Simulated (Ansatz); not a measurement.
A structure relaxed at PBE0-D4/def2-TZVP, charge 0, multiplicity 1:

```xyz
8

Si    0.234    0.699   -1.144
Sn   -0.361   -0.734    0.893
Cl    1.025    0.049    2.617
H    -0.595    0.283   -2.305
H     1.671    0.509   -1.463
H    -0.034    2.123   -0.824
H    -1.950   -0.537    1.480
H     0.010   -2.393    0.747
```

Give its formula and SMILES.

ClH5SiSn, `[SiH3][SnH2][Cl]`.

Point group (tolerance 0.08 Å, 0.16 Å for H)?

Cs.

Summarise the bond lengths by kind.

1 × Si–Sn 2.561 Å; 3 × H–Si 1.484 to 1.487 Å; 1 × Cl–Sn 2.346 Å; 2 × H–Sn 1.706 Å.

Computed with Ansatz.
